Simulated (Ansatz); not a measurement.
Cost and result up the ladder for the cluster Cd4S5 (9 atoms). Charge 0, multiplicity 1. Geometry: PBE-D4/def2-SVP.

```xyz
9

Cd   -0.8317    0.2962    2.7561
Cd    1.2841    1.7305    0.7522
Cd   -0.8526    1.8616   -1.0585
Cd    2.5992   -0.8508    2.1719
S    -2.6691    0.3509   -0.1072
S    -0.0114   -1.8374    0.1319
S    -1.6646   -1.3318   -0.9021
S     1.6434   -0.4561   -1.1251
S     0.5028    0.2370   -2.6192
```

Ansatz on 4 threads of Intel Xeon on a shared host. Times are rough, and most runs start from the orbitals of an earlier one. No level here is sound enough to serve as a yardstick. Binding counts from free atoms at the same level (Cd singlet, S triplet; other spins of the atoms weren't run), without zero-point energy or a counterpoise term.

In the def2 sets Cd takes a core potential; there is no spin–orbit coupling. Correlated methods freeze 25 core orbitals; core or outer-core shells of Cd are correlated, in sets that lack core-valence functions. The rows differ in basis, and correlated rows in double-zeta sets carry the largest basis error. Another isomer (singlet) lies 3.19 eV lower at PBE0-D4/def2-TZVP; other spin states weren't run for this one.

Run but left out: BHLYP-D4/def2-TZVP, B2PLYP/def2-TZVP (restricted singlet, unstable in another Hartree–Fock run and untested here).

Correlated methods converge slowly with the basis, most of all in double-zeta sets.

```json
{"level": "PBE-D4/def2-SVP", "functions": "214", "wall time": "7 s"}
{"level": "revPBE-D4/def2-TZVP", "functions": "345", "wall time": "15 s"}
{"level": "PBE0-D4/def2-SVP", "functions": "214", "wall time": "17 s"}
{"level": "PBE-D4/def2-TZVP (with forces)", "functions": "345", "wall time": "18 s"}
{"level": "MP2/def2-SVP", "functions": "214", "wall time": "20 s"}
{"level": "RPA@PBE/def2-SVP", "functions": "214", "wall time": "22 s"}
{"level": "r2SCAN-D4/def2-TZVP", "functions": "345", "wall time": "33 s"}
{"level": "PBE0-D4/def2-TZVP", "functions": "345", "wall time": "47 s"}
```

Q: Estimate what each level gives for the binding energy per atom (eV).

A: 
```
                         level  binding energy per atom (eV)                        remarks
               PBE-D4/def2-SVP                          1.85                              –
           revPBE-D4/def2-TZVP                          1.81  restricted SCF unstable in HF
              PBE0-D4/def2-SVP                          1.68  restricted SCF unstable in HF
PBE-D4/def2-TZVP (with forces)                          1.88  restricted SCF unstable in HF
                  MP2/def2-SVP                          1.40        restricted SCF unstable
              RPA@PBE/def2-SVP                          1.19                              –
           r2SCAN-D4/def2-TZVP                          1.77  restricted SCF unstable in HF
             PBE0-D4/def2-TZVP                          1.73  restricted SCF unstable in HF
```
